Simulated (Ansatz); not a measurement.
Gas-phase electronic energies from Ansatz, PBE0-D4/def2-TZVP geometries. CCSD(T)/CBS is the MP2 limit (def2-TZVPP, def2-QZVPP) plus CCSD(T) − MP2 in def2-TZVPP, frozen cores. This one scheme is used for every species, atoms too. DFT in def2-TZVPP. B3LYP here is the variant with VWN-RPA as its local correlation; programs differ in this. No spin–orbit coupling; open shells (•) take unrestricted orbitals. Spin–orbit coupling would lower the free atoms: a little for C, O, Si; strongly for Te. Elements past krypton have def2 core potentials. Bonds to Te are less sure, by a few kJ/mol each and by 10 to 20 or more in all where they break to atoms, as the def2 sets lack core-valence functions. One conformer a species, not always the lowest.

`OC[SiH2][TeH]` → C• + 6 H• + O• + Si• + Te•  (atomization)

**Question.** What is ΔE at CCSD(T)/CBS? (Best estimate.)

**Answer.** The calculation gave: +766.9 kcal/mol.

**Question.** What do these levels give: r2SCAN-D4, B3LYP-D4, PBE0, B3LYP, HF/def2-TZVPP, MP2/CBS(def2)? (Best estimate.)

**Answer.** Computed: r2SCAN-D4 761.9, B3LYP-D4 760.8, PBE0 754.2, B3LYP 752.1, HF/def2-TZVPP 537.8, MP2/CBS(def2) 772.5 kcal/mol.

Largest T1 diagnostic among the species: 0.012.

From PBE to PBE0 (25 % exact exchange), in def2-TZVPP and without D4, ΔE moves by −12.3 kcal/mol: exact exchange takes away binding that semilocal exchange gives to molecules. In def2-TZVPP, CCSD(T) changes the Hartree–Fock value by +204.5 kcal/mol (the triples alone add +11.6 kcal/mol) and MP2 by +210.1 kcal/mol; breaking electron pairs costs correlation energy, which Hartree–Fock lacks.

For atomizations the MP2-based limit and the directly extrapolated one differ by several kJ/mol either way, and by 10 to 25 for some Ge, Se and Sn compounds, so smaller differences from it don't rank the levels.
